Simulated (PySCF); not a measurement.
These are PySCF with TPSSh-D3(BJ)/def2-TZVP // PBE0-D3(BJ)/def2-SVP values and carry that method's errors. Gas-phase values, no solvent. One relaxed conformer stands for a flexible species; it need not be the lowest. Excitations are Tamm–Dancoff values on a coarser integration grid. The basis has no diffuse functions, so Rydberg states are missing or too high.

Reference species (SMILES): `N#[C][GeH2][GeH2][NH2]` (neutral, multiplicity 1).

```
Item                     Result
----------------------  -------
S1 oscillator strength    0.005
S1 excitation (TDA)     5.61 eV
HOMO–LUMO gap           6.08 eV
S1–T1 gap (TDA)         0.35 eV
```

Changed species: `N#[C][GeH2][NH2]` (n = 1; the reference has n = 2).

**Question.** What does the change do to the S1 oscillator strength, S1 excitation (TDA), HOMO–LUMO gap and S1–T1 gap (TDA)?

**Answer.** the S1 oscillator strength goes up by 0.011, to 0.016; the S1 excitation (TDA) rises by 0.13 eV, to 5.74 eV; the HOMO–LUMO gap goes up by 0.14 eV, to 6.22 eV; the S1–T1 gap (TDA) increases by 0.02 eV, to 0.37 eV.
